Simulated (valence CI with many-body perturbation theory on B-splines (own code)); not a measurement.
# E1 line list for Nd²⁹⁺

Calculated by relativistic CI+MBPT: three valence electrons over a frozen Dirac-Fock core [Ar] 3d10, radial functions for each j: 11 s, 11 p, 9 d, 7 f, 5 g, 2 h, 1 i, with the one-electron correlation potential Σ1 (screened to all orders), the two-electron term Σ2, the three-electron term Σ3, Breit, model QED; selected single and double excitations, second order for the rest (own B-spline code, finite nucleus).

No measured spectrum was set against this ion. As an estimate, large intervals hold to a few tenths of a per cent, small ones and those within an open d or f shell to about a per cent.

Lines 101 to 150 of 286 in falling wavelength, among levels below 2708900 cm⁻¹, chosen from the strongest by gf and those to the six lowest levels. Wavelengths and rates use the calculated energies. Electric multipoles are in the length gauge, E1 and E2 with the static RPA response of the core. Weak lines are less certain than strong ones. Lines between different terms over intervals too small for the method are left out, as are lines whose strength nearly cancels. Where a level lies close to another of its J and parity, the split of strength between their lines is uncertain. The highest levels of a list are the least certain.

Levels are named by their leading jj configuration (3d3/2^4 stands for four electrons in 3d with j = 3/2), which in mixed levels can hold well under half, so a name can repeat and another be missing. Letters in brackets count levels of one name in rising energy.

| λ vac (nm) | Upper | Lower | A (s⁻¹) | S (a.u.) |
| --- | --- | --- | --- | --- |
| 11.88 | (4p3/2^3) J=3/2 | (4s 4p3/2^2) J=5/2 | 4.52e+10 | 1.50e-01 |
| 11.83 | (4p1/2 4p3/2^2) J=5/2 | (4s 4p1/2 4p3/2) J=3/2 [a] | 3.30e+08 | 1.61e-03 |
| 11.82 | (4s 4p3/2 4d5/2) J=5/2 [b] | (4s^2 4d5/2) J=5/2 | 1.18e+11 | 5.79e-01 |
| 11.79 | (4s 4p1/2 4d3/2) J=3/2 [b] | (4s 4p1/2 4p3/2) J=3/2 [b] | 9.87e+09 | 3.19e-02 |
| 11.78 | (4p1/2 4p3/2 4d3/2) J=1/2 [a] | (4p1/2 4p3/2^2) J=3/2 | 6.98e+10 | 1.13e-01 |
| 11.78 | (4s 4p1/2 4d3/2) J=1/2 | (4s 4p1/2 4p3/2) J=3/2 [b] | 1.56e+08 | 2.51e-04 |
| 11.76 | (4s 4p1/2 4d5/2) J=5/2 [a] | (4s 4p1/2 4p3/2) J=3/2 [b] | 2.96e+09 | 1.42e-02 |
| 11.75 | (4p1/2 4p3/2 4d5/2) J=5/2 [c] | (4s 4p1/2 4d5/2) J=5/2 [a] | 3.20e+10 | 1.54e-01 |
| 11.68 | (4s 4p1/2 4d3/2) J=5/2 | (4s 4p1/2 4p3/2) J=5/2 | 4.07e+10 | 1.92e-01 |
| 11.64 | (4p1/2 4p3/2 4d5/2) J=5/2 [a] | (4s 4p1/2 4d3/2) J=5/2 | 3.23e+10 | 1.51e-01 |
| 11.58 | (4s 4p1/2 4d3/2) J=3/2 [a] | (4s 4p1/2 4p3/2) J=3/2 [a] | 4.54e+10 | 1.39e-01 |
| 11.33 | (4p1/2 4p3/2 4d5/2) J=5/2 [b] | (4s 4p1/2 4d3/2) J=5/2 | 3.02e+10 | 1.30e-01 |
| 11.31 | (4s 4p3/2 4d3/2) J=3/2 [c] | (4s^2 4d3/2) J=3/2 | 1.89e+11 | 5.40e-01 |
| 11.28 | (4s 4p3/2 4d3/2) J=3/2 [a] | (4s 4p3/2^2) J=5/2 | 4.53e+10 | 1.28e-01 |
| 11.26 | (4s 4p3/2 4d3/2) J=7/2 | (4s 4p3/2^2) J=5/2 | 1.88e+10 | 1.06e-01 |
| 11.18 | (4p1/2 4p3/2 4d5/2) J=3/2 [a] | (4s 4p1/2 4d3/2) J=3/2 [a] | 3.75e+10 | 1.04e-01 |
| 11.10 | (4s 4p1/2 4d3/2) J=5/2 | (4s 4p1/2 4p3/2) J=3/2 [a] | 1.19e+10 | 4.81e-02 |
| 11.07 | (4s 4p3/2 4d3/2) J=1/2 [b] | (4s 4p3/2^2) J=3/2 | 8.12e+10 | 1.09e-01 |
| 11.02 | (4p1/2^2 4d5/2) J=5/2 | (4p1/2^2 4p3/2) J=3/2 | 5.88e+10 | 2.33e-01 |
| 10.90 | (4s 4p1/2 4d3/2) J=3/2 [b] | (4s 4p1/2 4p3/2) J=5/2 | 5.25e+09 | 1.34e-02 |
| 10.90 | (4p1/2 4p3/2 4d5/2) J=3/2 [a] | (4p1/2 4p3/2^2) J=3/2 | 2.54e+10 | 6.47e-02 |
| 10.88 | (4s 4p1/2 4d5/2) J=5/2 [a] | (4s 4p1/2 4p3/2) J=5/2 | 4.57e+10 | 1.75e-01 |
| 10.87 | (4p1/2 4p3/2 4d5/2) J=5/2 [a] | (4p1/2 4p3/2^2) J=3/2 | 3.04e+10 | 1.16e-01 |
| 10.87 | (4s^2 4d3/2) J=3/2 | (4s^2 4p3/2) J=3/2 | 1.35e+11 | 3.44e-01 |
| 10.84 | (4s 4p1/2 4d5/2) J=7/2 | (4s 4p1/2 4p3/2) J=5/2 | 7.22e+10 | 3.63e-01 |
| 10.81 | (4s 4p1/2 4d5/2) J=5/2 [b] | (4s 4p1/2 4p3/2) J=3/2 [b] | 1.55e+11 | 5.78e-01 |
| 10.81 | (4s 4p1/2 4d5/2) J=3/2 | (4s 4p1/2 4p3/2) J=1/2 | 1.79e+11 | 4.47e-01 |
| 10.80 | (4p1/2 4p3/2 4d5/2) J=3/2 [b] | (4p1/2 4p3/2^2) J=1/2 | 9.60e+10 | 2.39e-01 |
| 10.77 | (4p1/2 4p3/2^2) J=1/2 | (4s 4p1/2 4p3/2) J=3/2 [a] | 2.31e+09 | 2.84e-03 |
| 10.72 | (4p1/2 4p3/2 4d5/2) J=1/2 | (4p1/2 4p3/2^2) J=1/2 | 2.20e+11 | 2.68e-01 |
| 10.66 | (4p1/2 4p3/2 4d5/2) J=5/2 [b] | (4p1/2 4p3/2^2) J=5/2 | 4.94e+10 | 1.77e-01 |
| 10.64 | (4s 4p3/2 4d5/2) J=5/2 [a] | (4s 4p3/2^2) J=5/2 | 1.79e+11 | 6.40e-01 |
| 10.64 | (4s 4p3/2 4d5/2) J=1/2 | (4s 4p3/2^2) J=1/2 | 2.11e+11 | 2.51e-01 |
| 10.63 | (4s 4p3/2 4d5/2) J=1/2 | (4s 4p3/2^2) J=3/2 | 6.09e+10 | 7.22e-02 |
| 10.63 | (4p1/2 4p3/2 4d3/2) J=3/2 [b] | (4p1/2 4p3/2^2) J=5/2 | 2.86e+10 | 6.78e-02 |
| 10.59 | (4s 4p1/2 4f7/2) J=7/2 [a] | (4s 4p1/2 4d5/2) J=5/2 [a] | 3.42e+10 | 1.60e-01 |
| 10.57 | (4s 4p1/2 4f7/2) J=7/2 [c] | (4s 4p1/2 4d5/2) J=5/2 [b] | 8.59e+10 | 4.00e-01 |
| 10.56 | (4p1/2 4p3/2 4d3/2) J=3/2 [b] | (4p1/2 4p3/2^2) J=3/2 | 3.19e+10 | 7.42e-02 |
| 10.54 | (4p1/2 4p3/2 4d5/2) J=7/2 [b] | (4p1/2 4p3/2^2) J=5/2 | 9.51e+10 | 4.40e-01 |
| 10.51 | (4p1/2 4p3/2 4d5/2) J=5/2 [c] | (4s 4p1/2 4d3/2) J=3/2 [a] | 3.17e+10 | 1.09e-01 |
| 10.50 | (4s 4p1/2 4d5/2) J=3/2 | (4s 4p1/2 4p3/2) J=3/2 [b] | 8.58e+10 | 1.96e-01 |
| 10.44 | (4s 4p1/2 4f7/2) J=9/2 | (4s 4p1/2 4d5/2) J=7/2 | 7.20e+10 | 4.04e-01 |
| 10.41 | (4s^2 4d5/2) J=5/2 | (4s^2 4p3/2) J=3/2 | 2.57e+11 | 8.59e-01 |
| 10.40 | (4s 4p3/2 4d5/2) J=3/2 | (4s 4p3/2^2) J=1/2 | 1.36e+11 | 3.03e-01 |
| 10.39 | (4s 4p1/2 4d3/2) J=3/2 [b] | (4s 4p1/2 4p3/2) J=3/2 [a] | 3.27e+10 | 7.24e-02 |
| 10.39 | (4s 4p3/2 4d5/2) J=3/2 | (4s 4p3/2^2) J=3/2 | 4.29e+10 | 9.49e-02 |
| 10.38 | (4s 4p1/2 4d3/2) J=1/2 | (4s 4p1/2 4p3/2) J=3/2 [a] | 6.48e+09 | 7.16e-03 |
| 10.37 | (4s 4p1/2 4d5/2) J=5/2 [a] | (4s 4p1/2 4p3/2) J=3/2 [a] | 1.54e+11 | 5.07e-01 |
| 10.36 | (4s 4p1/2 4f5/2) J=3/2 | (4s 4p1/2 4d3/2) J=1/2 | 3.80e+10 | 8.35e-02 |
| 10.35 | (4s 4p3/2 4d3/2) J=3/2 [c] | (4s 4p3/2^2) J=1/2 | 1.39e+11 | 3.04e-01 |
